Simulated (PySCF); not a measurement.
technetium atom (Tc), sextet (core potentials on Tc); HF/def2-SVP (PySCF).

The PySCF input:
```python
from pyscf import gto, scf

mol = gto.Mole()
mol.atom = '''
    Tc    0.000000    0.000000    0.000000
'''
mol.basis = 'def2-svp'
mol.ecp = {'Tc': 'def2-svp'}
mol.charge = 0
mol.spin = 5
mol.verbose = 4
mol.build()

mf = scf.UHF(mol)
mf.kernel()
```

It wrote (shortened):

```
PySCF version 2.14.0

[INPUT] verbose = 4
[INPUT] num. atoms = 1
[INPUT] num. electrons = 15
[INPUT] charge = 0
[INPUT] spin (= nelec alpha-beta = 2S) = 5
[INPUT] symmetry False subgroup None
[INPUT] Mole.unit = angstrom
[INPUT] Symbol           X                Y                Z      unit          X                Y                Z       unit  Magmom
[INPUT]  1 Tc     0.000000000000   0.000000000000   0.000000000000 AA    0.000000000000   0.000000000000   0.000000000000 Bohr   0.0

nuclear repulsion = 0
number of shells = 11
number of NR pGTOs = 57
number of NR cGTOs = 31
basis = def2-svp
ecp = {'Tc': 'def2-svp'}

******** <class 'pyscf.scf.uhf.UHF'> ********
method = UHF
initial guess = minao
damping factor = 0
level_shift factor = 0
DIIS = <class 'pyscf.scf.diis.CDIIS'>
diis_start_cycle = 1
diis_space = 8
diis_damp = 0
SCF conv_tol = 1e-09
SCF conv_tol_grad = None
SCF max_cycles = 50
direct_scf = True
direct_scf_tol = 1e-13
number electrons alpha = 10  beta = 5
Set gradient conv threshold to 3.16228e-05
init E= -71.0863575960836

cycle= 1 E= -80.0502660797847  delta_E= -8.96  |g|= 0.357  |ddm|= 2.01
cycle= 2 E= -80.0601822595619  delta_E= -0.00992  |g|= 0.0273  |ddm|= 0.167
cycle= 3 E= -80.0607732288548  delta_E= -0.000591  |g|= 0.00735  |ddm|= 0.0918
cycle= 4 E= -80.0608619731672  delta_E= -8.87e-05  |g|= 0.0031  |ddm|= 0.0353
cycle= 5 E= -80.0608799969442  delta_E= -1.8e-05  |g|= 0.00098  |ddm|= 0.0203
cycle= 6 E= -80.0608839956428  delta_E= -4e-06  |g|= 0.000502  |ddm|= 0.00941
cycle= 7 E= -80.060886190945  delta_E= -2.2e-06  |g|= 0.000477  |ddm|= 0.0031
cycle= 8 E= -80.060892958499  delta_E= -6.77e-06  |g|= 0.000431  |ddm|= 0.0102
cycle= 9 E= -80.0609133000374  delta_E= -2.03e-05  |g|= 0.0004  |ddm|= 0.0422
cycle= 10 E= -80.0609162145934  delta_E= -2.91e-06  |g|= 0.000334  |ddm|= 0.00895
cycle= 11 E= -80.0609169340942  delta_E= -7.2e-07  |g|= 0.000308  |ddm|= 0.00208
cycle= 12 E= -80.0609177114494  delta_E= -7.77e-07  |g|= 0.000297  |ddm|= 0.00202
cycle= 13 E= -80.0609171275727  delta_E= 5.84e-07  |g|= 0.000295  |ddm|= 0.00124
cycle= 14 E= -80.0609047103878  delta_E= 1.24e-05  |g|= 0.000368  |ddm|= 0.0283
cycle= 15 E= -80.060899911081  delta_E= 4.8e-06  |g|= 0.000271  |ddm|= 0.0126
cycle= 16 E= -80.0608735363844  delta_E= 2.64e-05  |g|= 0.0016  |ddm|= 0.111
cycle= 17 E= -80.0608723726886  delta_E= 1.16e-06  |g|= 0.00198  |ddm|= 0.0059
cycle= 18 E= -80.0608732889481  delta_E= -9.16e-07  |g|= 0.00165  |ddm|= 0.0115
cycle= 19 E= -80.0608736045113  delta_E= -3.16e-07  |g|= 0.0015  |ddm|= 0.00391
cycle= 20 E= -80.0608736840471  delta_E= -7.95e-08  |g|= 0.00147  |ddm|= 0.000744
cycle= 21 E= -80.0608742995239  delta_E= -6.15e-07  |g|= 0.00113  |ddm|= 0.00436
cycle= 22 E= -80.0608746509099  delta_E= -3.51e-07  |g|= 0.000886  |ddm|= 0.00323
cycle= 23 E= -80.0608753113363  delta_E= -6.6e-07  |g|= 0.000166  |ddm|= 0.00385
cycle= 24 E= -80.0608753388701  delta_E= -2.75e-08  |g|= 7.5e-06  |ddm|= 0.00343
cycle= 25 E= -80.0608753380047  delta_E= 8.65e-10  |g|= 2.96e-06  |ddm|= 0.000308
Extra cycle  E= -80.0608753380453  delta_E= -4.06e-11  |g|= 2.59e-06  |ddm|= 1.37e-05
converged SCF energy = -80.0608753380453  <S^2> = 8.7531916  2S+1 = 6.0010638
```
